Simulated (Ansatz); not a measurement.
Computed with Ansatz on PBE0-D4/def2-TZVP structures; ΔE is electronic, products minus reactants. CBS: MP2 limit from def2 TZ/QZ plus the TZ coupled-cluster correction, frozen cores. This one scheme is used for every species. DFT in def2-TZVPP. Each species was taken in one conformer, which may not be the lowest.

Reaction (ligand exchange at the Si–S bond): `S[SiH](S)Cl` + HCl → `S[SiH](Cl)Cl` + H₂S

| species | PBE-QIDH energy (Eh) |
| --- | --- |
| `S[SiH](S)Cl` | -1547.15868 |
| HCl | -460.58322 |
| `S[SiH](Cl)Cl` | -1608.57814 |
| H₂S | -399.17744 |

Task: Work out ΔE.

Result: ΔE = (-1608.57814) + (-399.17744) − (-1547.15868) − (-460.58322) = -0.01368 Eh = -35.9 kJ/mol. CCSD(T)/CBS gives -36.3 kJ/mol.

Largest T1 diagnostic among the species: 0.011.

Leaving LDA and LC-ωPBE aside and taking each functional with its dispersion term where it has one, the values, not all of them listed here, spread over 9.0 kJ/mol, from BHLYP-D4 to revPBE-D4. In def2-TZVPP, CCSD(T) changes the Hartree–Fock value by +10.8 kJ/mol (the triples alone add +1.7 kJ/mol) and MP2 by +10.8 kJ/mol.
